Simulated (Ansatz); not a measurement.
Isolated molecules relaxed with PBE0-D4/def2-TZVP in Ansatz; ΔE leaves out vibrations. CCSD(T)/CBS is the MP2 limit (def2-TZVPP, def2-QZVPP) plus CCSD(T) − MP2 in def2-TZVPP, frozen cores. This one scheme is used for every species. Functionals use def2-TZVPP. B3LYP here is the variant with VWN-RPA as its local correlation; programs differ in this. For Ge outer-core shells are correlated without core-valence functions, which leaves a few kJ/mol of doubt a bond. Scalar relativity is left out up to krypton. Each species was taken in one conformer, which may not be the lowest.

`[NH2][Al]([NH2])[F]` + `N=[C](O)[GeH2][OH]` → `N=[C](O)[Al]([NH2])[NH2]` + `[OH][GeH2][F]`  (redistribution)

| level | ΔE (eV) |
| --- | --- |
| B3LYP | 1.01 |
| MP2/def2-TZVPP | 1.10 |

**Question.** What does CCSD(T)/CBS give? (An estimate is asked.)

**Answer.** Computed: +1.08 eV. The listed levels differ from it by -0.07, 0.02 eV.

Largest T1 diagnostic among the species: 0.013.

From PBE to PBE0 (25 % exact exchange), in def2-TZVPP and without D4, ΔE moves by +0.05 eV. In def2-TZVPP, CCSD(T) changes the Hartree–Fock value by +0.05 eV (the triples alone add −0.01 eV) and MP2 by +0.09 eV.
